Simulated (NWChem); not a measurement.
System: C2H6OSi; SMILES C[SiH2]C=O

All runs: NWChem. Geometry: optimised at PBE0/def2-SVP. Level: PBE0/def2-SVP with SMD, gas-phase geometry; reactions with the solvents are ignored. One conformer.

```tsv
SMD term (kcal/mol)	water	toluene
distortion of the solute's density	1.14	0.10
polarisation	-5.97	-1.69
cavity, dispersion and structure	5.00	-0.42
```

Q: Sum the solvation free energies, find the transfer free energy from water to toluene and the partition coefficient at 298.15 K.

A: 
1. ΔG(solv, water) = 0.17 kcal/mol and ΔG(solv, toluene) = -2.01 kcal/mol (1 M gas to 1 M solution).
2. Transfer: -2.01 − (0.17) = -2.18 kcal/mol.
3. log₁₀ K(toluene/water) = −ΔG/(RT ln 10) = 2.18/1.364 = 1.6, so the model puts more of the solute in toluene.
4. Of the transfer energy, 3.24 kcal/mol is electrostatic and -5.42 comes from the non-electrostatic term. The two phases are taken as the pure solvents.
